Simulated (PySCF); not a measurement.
System: C2H9BN (charge +1, singlet). It need not be the lowest isomer of its formula. 
Geometry from a B3LYP-D3(BJ)/def2-TZVP (Ansatz) optimisation:
```xyz
13

B      0.0328    -0.1259    -0.0047
C      1.5423    -0.3902     0.0914
C     -1.1342    -1.1075    -0.1851
N     -0.3844     1.4055     0.0897
H      1.8909    -0.1342     1.1033
H      1.8086    -1.4298    -0.0898
H      2.1269     0.2458    -0.5833
H     -2.1388    -0.7207    -0.0089
H     -1.0987    -1.4681    -1.2246
H     -0.9843    -2.0067     0.4185
H     -0.9580     1.6764    -0.7147
H     -0.9745     1.5640     0.9124
H      0.4061     2.0507     0.1442
```
Charge +1, spin multiplicity 1.

Dispersion corrections to the total energy (kcal/mol) from the dftd3 and dftd4 libraries through PySCF: D3(BJ) without and D4 with the three-body term, each with the damping fitted for the functional named.

```json
[
 {"functional": "BP86", "D3(BJ)": "-7.56", "D4": "-5.04"},
 {"functional": "BLYP", "D3(BJ)": "-10.44", "D4": "-8.70"},
 {"functional": "BHLYP", "D3(BJ)": "-6.42", "D4": "?"},
 {"functional": "TPSSh", "D3(BJ)": "-5.76", "D4": "?"},
 {"functional": "B3LYP", "D3(BJ)": "-8.48", "D4": "-6.18"},
 {"functional": "PBE", "D3(BJ)": "?", "D4": "-3.88"},
 {"functional": "PBE0", "D3(BJ)": "-4.33", "D4": "-3.25"}
]
```

Task: Complete the blanks.

Result: 
- BHLYP, D4: -4.26
- TPSSh, D4: -4.78
- PBE, D3(BJ): -5.12
